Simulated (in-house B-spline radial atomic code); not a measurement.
S⁺. Computed with a B-spline radial atomic code. Model: non-relativistic spherical atom: semilocal Troullier-Martins pseudo-atom, one channel per l, against all electrons, high spin, G0W0 and RPA with empty states to l = 8, local potential for every l without a channel, a model core (radius 0 = none) keeps its share of the functional.

What the tables leave out is listed at the end.

The pseudopotential gives back the lowest level of each angular momentum of its own functional in the configuration it was made in; a second state of the same l is only approximately right. Exact exchange, RPA and GW see the smooth pseudo-orbitals and miss the exchange with the core, for which the functional's share stands in. The column with an uncorrelated core keeps all orbitals and exact exchange, and so separates missing core correlation from pseudisation. Only the three outermost levels and the lowest empty one were computed. RPA here is direct RPA, with no exchange kernel, and its energies carry an (l + 1/2)⁻⁴ tail. A hybrid on a potential with a model core restores only its own semilocal share of the core's exchange.

Command:
```bash
python run_psgw.py task.json out
```
Settings (lengths in bohr, energies in hartree):
```
Z                      16
electrons              15
configuration          [Ne] 3s2 3p3
generated_in           [Ne] 3s2 3p4
functional             lda,vwn
core_shells            3
radius_factor          1.3
core_correction        True
```

Cost of the run: 12 s on 1 thread of Intel(R) Xeon(R) Platinum 8488C (Sapphire Rapids) (shared host).

Given: made with LDA VWN5; model core radius 0.896 bohr; local radius 1.881 bohr; mean-field start LDA VWN5.

Valence shells of the generating configuration: 3s, 3p.

Channel: s 1.845, p 2.085 (radii in bohr).

Computed: largest level miss in the spin-unpolarised generating configuration 0 eV; valence RPA correlation energy all-electron orbitals -0.22208 hartree; valence RPA correlation energy pseudo -0.2144 hartree; pseudo-atom RPA polarisability 9.3862 bohr³.

```csv
level,occupied,mean-field all-electron (eV),mean-field pseudo minus all (eV),G0W0 all-electron (eV),G0W0 uncorrelated core minus all (eV),G0W0 pseudo minus all (eV),exchange self-energy all-electron (eV),exchange self-energy pseudo (eV)
3p up,1,-17.893,0.005,-23.171,0.121,-0.168,-21.17,-18.984
3s down,1,-25.517,0.021,-30.638,0.221,-0.133,-18.048,-14.814
3p down (empty),0,-15.065,0.036,-10.919,0.123,-0.23,-5.1219,-3.0528
```

**Question.** What is the all-electron RPA polarisability, core included?

**Answer.** 9.549 bohr³.

Given: mean-field start PBE0.

Computed: valence RPA correlation energy pseudo -0.1962 hartree; all-electron RPA polarisability, core included 8.4487 bohr³; pseudo-atom RPA polarisability 8.4069 bohr³.

```tsv
level	occupied	mean-field all-electron (eV)	mean-field pseudo minus all (eV)	G0W0 all-electron (eV)	G0W0 uncorrelated core minus all (eV)	G0W0 pseudo minus all (eV)	exchange self-energy all-electron (eV)	exchange self-energy pseudo (eV)
3p up	1	-19.491	0.016	-23.392	0.117	0.005	-21.088	-18.97
3s down	1	-26.604	0.27	-30.664	0.226	0.449	-17.964	-14.718
3p down (empty)	0	-13.32	-0.018	-10.602	0.118	0.047	-4.8764	-2.9914
```

**Question.** What is the valence RPA correlation energy all-electron orbitals?

**Answer.** -0.2014 hartree.

Among the listed levels the largest G0W0 shift of the pseudo-atom is +0.45 eV, for 3s down on the PBE0 start, while leaving the core uncorrelated moves that level by +0.23 eV. The rest, +0.22 eV, comes from pseudisation and the lost core exchange. Not in the tables (levels of low weight, unsolved or above zero; the highest and the empty levels are kept at any weight): on LDA the G0W0 levels 3s up (pseudo minus all -0.87 eV, weights 0.21 and 0.26); on PBE0 the G0W0 levels 3s up (pseudo minus all +0.36 eV, weights 0.38 and 0.39); no Hartree-Fock pseudo-atom is run with a model core.
